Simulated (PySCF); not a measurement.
Consider 3-cyanopyridine, `N#Cc1cccnc1` (C6H4N2). Optimised structure (Å), atoms numbered from 1:
```
N     3.5023    0.3823   -0.0644
C     2.3548    0.2186   -0.0444
C     0.9400    0.0106   -0.0209
C     0.0475    1.0901    0.0117
C    -1.3139    0.8178    0.0319
C    -1.7280   -0.5149    0.0186
N    -0.8863   -1.5454   -0.0118
C     0.4137   -1.2926   -0.0310
H     0.4243    2.1147    0.0207
H    -2.0479    1.6252    0.0574
H    -2.7961   -0.7593    0.0333
H     1.0928   -2.1516   -0.0560
```

Computed at ωB97X-D3(BJ)/def2-TZVP // PBE0-D3(BJ)/def2-SVP with PySCF (density fitting, grid level 2). ωB97X-D3(BJ) is ωB97X-V with D3(BJ) in place of VV10. Zero-point and thermal terms (298.15 K, 1 bar) come from unscaled PBE0-D3(BJ)/def2-SVP harmonic frequencies, with soft modes damped to free rotors in the entropy.

Rank these of its sites by proton affinity, highest first.
A. N7 (pyridine-type nitrogen)
B. N1 (nitrile nitrogen)

A (886 kJ/mol), B (806 kJ/mol).

For N1 (nitrile nitrogen), what are ΔE (electronic) and ΔG(298 K) of removing the proton again?

ΔE = 830 and ΔG = 776 kJ/mol, beside ΔH = 806 kJ/mol. The protonated species is `[NH+]#Cc1cccnc1`.
